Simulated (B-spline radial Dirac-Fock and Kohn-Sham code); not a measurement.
Photoemission from Au at 9980 eV, detector at θ = 90°, φ = 0°

System: atomic gold, 1s2 2s2 2p6 3s2 3p6 3d10 4s2 4p6 4d10 4f14 5s2 5p6 5d10 6s1. Level of theory: Dirac-Hartree-Slater photoionisation with a Latter tail; cross sections with all multipoles, angular parameters from the dipole term and its interference with E2; a B-spline atomic structure program. Thresholds are tabulated edges, those marked * orbital energies of the model. For linearly polarised light dσ/dΩ = σ/(4π) [1 + β P₂(cos θ) + (δ + γ cos²θ) sin θ cos φ], with θ from the polarisation vector and φ the angle between the beam and the projection of the electron momentum on the plane normal to the polarisation. The dipole factor is 1 + βP₂ and the non-dipole term is the rest of the bracket. Open shells are filled statistically over j.

```csv
subshell,threshold (eV),σ (kb),β,γ,δ,dipole factor,non-dipole term,dσ/dΩ (kb/sr)
3s,3425.0,4.18,1.93,-0.13,-0.003,0.035,-0.003,0.0104
3p1/2,3148.0,5.31,1.58,0.33,0.007,0.210,+0.007,0.0915
3p3/2,2743.0,9.08,1.70,0.45,0.029,0.151,+0.029,0.130
3d3/2,2291.0,4.67,1.24,1.35,0.167,0.380,+0.167,0.203
3d5/2,2206.0,6.07,1.12,1.35,0.186,0.440,+0.186,0.303
4s,762.1,1.13,1.93,-0.18,-0.003,0.033,-0.003,0.00267
4p1/2,642.7,1.27,1.60,0.53,0.004,0.202,+0.004,0.0207
4p3/2,546.3,2.10,1.72,0.64,0.024,0.141,+0.024,0.0274
4d3/2,353.2,0.964,1.23,1.46,0.150,0.386,+0.150,0.0411
4d5/2,335.1,1.24,1.08,1.43,0.175,0.458,+0.175,0.0626
4f5/2,87.60,0.0900,0.71,1.59,0.437,0.646,+0.437,0.00776
4f7/2,83.90,0.109,0.68,1.56,0.453,0.659,+0.453,0.00966
5s,107.2,0.234,1.94,-0.17,-0.003,0.032,-0.003,0.000545
5p1/2,74.20,0.225,1.60,0.57,0.003,0.201,+0.003,0.00365
5p3/2,60.67*,0.354,1.72,0.68,0.022,0.139,+0.022,0.00456
5d3/2,11.53*,0.0905,1.22,1.47,0.147,0.388,+0.147,0.00386
5d5/2,9.82*,0.111,1.08,1.44,0.174,0.461,+0.174,0.00560
6s,8.04*,0.00958,1.94,-0.17,-0.003,0.032,-0.003,2.23e-05
```

Values without a named source are computed, but for edge energies of neutral atoms, which are taken from tables.
